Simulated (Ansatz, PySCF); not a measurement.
H3AlB, SMILES `[BH2][AlH-]` (singlet; the order of the spin states depends on the level) (charge -1, multiplicity 1). This singlet lies 0.14 eV below the relaxed triplet at the level B3LYP-D3(BJ)/def2-TZVPD (PySCF); other levels give the other order.

Cartesian coordinates (Å):
```xyz
5

B     -0.7524     0.0261    -0.0605
Al     1.1886    -0.1324     0.5948
H     -1.4600    -0.9516    -0.2019
H     -1.4040     1.0318     0.1423
H      2.4279     0.0261    -0.4747
```
Charge -1, spin multiplicity 1.

Frozen-core energies in aug-cc-pVDZ from Ansatz (a program for electronic structure) at a geometry from B3LYP-D3(BJ)/def2-TZVPD; the HF reference has <S^2> = 0.00 (restricted, and unstable towards unrestricted orbitals) and the T1 diagnostic is 0.042.

```csv
level,energy (Ha)
HF,-268.26773
MP2,-268.43993
CCSD,-268.48037
CCSD(T),-268.48946
```

**Question.** Estimate the energies of CCSDT and CCSDT(Q), and give each level's difference from CCSDT(Q).

**Answer.** 
```csv
level,energy (Ha),difference from CCSDT(Q) (mHa)
MP2,-268.43993,51.92
CCSD,-268.48037,11.47
CCSD(T),-268.48946,2.39
CCSDT,-268.49115,0.70
CCSDT(Q),-268.49185,0.00
```
